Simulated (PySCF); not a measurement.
`C[C@@H]1[SiH2][C@@H](C=O)[Si@H]1N`, C₄H₁₁NOSi₂

Geometry:
| atom | x (Å) | y (Å) | z (Å) |
| --- | --- | --- | --- |
| C1 | 2.385 | -0.034 | 0.951 |
| C2 | 0.946 | -0.319 | 0.551 |
| Si3 | 0.478 | -1.308 | -0.995 |
| C4 | -1.080 | -0.209 | -1.282 |
| C5 | -2.274 | -0.775 | -0.625 |
| O6 | -2.367 | -0.962 | 0.573 |
| Si7 | -0.220 | 1.045 | -0.090 |
| N8 | -1.315 | 1.874 | 0.941 |
| H9 | 2.940 | 0.454 | 0.133 |
| H10 | 2.439 | 0.636 | 1.825 |
| H11 | 2.936 | -0.952 | 1.214 |
| H12 | 0.379 | -0.801 | 1.372 |
| H13 | 0.187 | -2.765 | -0.839 |
| H14 | 1.436 | -1.107 | -2.126 |
| H15 | -1.269 | 0.083 | -2.324 |
| H16 | -3.130 | -1.039 | -1.296 |
| H17 | 0.542 | 2.075 | -0.860 |
| H18 | -1.091 | 2.785 | 1.321 |
| H19 | -1.923 | 1.332 | 1.547 |

Computed with TDDFT PBE0/def2-SVPD circular dichroism and optical rotation, one conformer, gas phase in PySCF 2.14.0. Geometry: PBE0-D3(BJ)/def2-SVP.

The molecule is flexible and this is one conformer; a measurement averages over conformers.

Draw the ECD and absorption spectra from the lowest 12 states, each a Gaussian of half-width 0.25 eV at 1/e height.


```csv
E (eV),λ (nm),Δε (L mol⁻¹ cm⁻¹),ε (L mol⁻¹ cm⁻¹)
3.94,315,+0.03,0.0949
4.04,307,+0.12,0.401
4.14,299,+0.35,1.23
4.24,292,+0.79,2.73
4.34,286,+1.27,4.42
4.44,279,+1.49,5.19
4.54,273,+1.27,4.49
4.64,267,+0.79,3.34
4.74,261,+0.39,5.15
4.84,256,+0.31,18.7
4.94,251,+0.68,62
5.04,246,+1.61,152
5.14,241,+2.86,271
5.24,237,+3.71,351
5.34,232,+3.49,331
5.44,228,+2.36,231
5.54,224,+1.02,146
5.64,220,-0.42,206
5.74,216,-3.13,604
5.84,212,-8.91,1600
5.94,209,-17.38,3250
6.04,205,-23.26,5090
6.14,202,-19.55,6300
6.24,199,-5.47,6410
6.34,195,+12.62,5810
6.44,192,+29.11,5300
6.54,190,+42.06,5390
6.64,187,+47.76,5980
6.74,184,+39.73,6810
6.84,181,+17.06,7620
```
Δε uses R in velocity form, ε uses f in length form. Only the states computed contribute, so the short-wavelength end is incomplete.
